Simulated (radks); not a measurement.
Species: Pt35+. Configuration: [Kr] 4d7.

Method: Dirac Kohn-Sham, PBE, spin-unpolarised, spherical densities, finite nucleus; open shells fill j = l - 1/2 first; Fermi nuclear charge, rms radius 5.427 fm; computed with a radial shooting solver on a logarithmic mesh with Libxc functionals.

Energy parts (eV):
| part | energy |
|---|---|
| total | -483189.49 |
| kinetic | 555324.22 |
| electron-nucleus | -1150693.86 |
| Hartree | 120327.04 |
| exchange-correlation | -8146.89 |

Orbitals (lengths in bohr, moments of r in powers of bohr; <r^-3> diverges for s and p1/2):
| orbital | occ. | eigenvalue (eV) | <r^4> | <1/r> | <r> | <r^-3> |
|---|---|---|---|---|---|---|
| 1s1/2 | 2 | -79695.80 | 4.524e-07 | 93.89 | 0.01715 | - |
| 2s1/2 | 2 | -15171.61 | 0.00006624 | 23.03 | 0.07171 | - |
| 2p1/2 | 2 | -14602.93 | 0.00003946 | 23.00 | 0.05908 | - |
| 2p3/2 | 4 | -12874.96 | 0.00006035 | 18.86 | 0.06750 | 19610 |
| 3s1/2 | 2 | -4641.917 | 0.002338 | 8.516 | 0.1854 | - |
| 3p1/2 | 2 | -4389.048 | 0.002036 | 8.428 | 0.1756 | - |
| 3p3/2 | 4 | -4003.267 | 0.002755 | 7.359 | 0.1906 | 4616 |
| 3d3/2 | 4 | -3584.854 | 0.001816 | 7.241 | 0.1660 | 801.9 |
| 3d5/2 | 6 | -3501.630 | 0.001988 | 6.996 | 0.1706 | 669.5 |
| 4s1/2 | 2 | -1965.010 | 0.03899 | 3.918 | 0.3851 | - |
| 4p1/2 | 2 | -1855.752 | 0.03930 | 3.838 | 0.3828 | - |
| 4p3/2 | 4 | -1741.705 | 0.04961 | 3.481 | 0.4068 | 1396 |
| 4d3/2 | 4 | -1564.622 | 0.04850 | 3.351 | 0.3981 | 234.3 |
| 4d5/2 | 3 | -1540.815 | 0.05165 | 3.270 | 0.4049 | 193.8 |

The highest occupied level is 4d5/2 at -1540.8 eV. The electron density at the nucleus is 1.975e+06 e/bohr^3. Summed over all electrons, <r^2> = 3.399 bohr^2, which gives a Langevin (diamagnetic) susceptibility term of -2.69 x 10^-6 cm^3/mol.
